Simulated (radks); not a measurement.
Question: Bi47+, configuration [Kr]. All-electron calculation, non-relativistic Kohn-Sham, LB94 model potential, spin-polarised, spherical densities, point nucleus; relativity is left out, which matters for an element this heavy. Program: a radial shooting solver on a logarithmic mesh with Libxc functionals. Some entries of the table are withheld. Estimate them.

orbital,occ.,eigenvalue (eV),<r> (bohr)
1s,2,-83616.70,0.01822
2s,2,-16126.23,0.07645
2p,6,-15636.80,0.06454
3s,2,-5585.793,0.1891
3p,6,-5356.457,(1)
3d,10,-4935.607,(2)
4s,2,-2703.865,0.3710
4p,6,-2601.929,0.3662

Answer: 
(1) 3p <r> (bohr): 0.1796
(2) 3d <r> (bohr): 0.1561
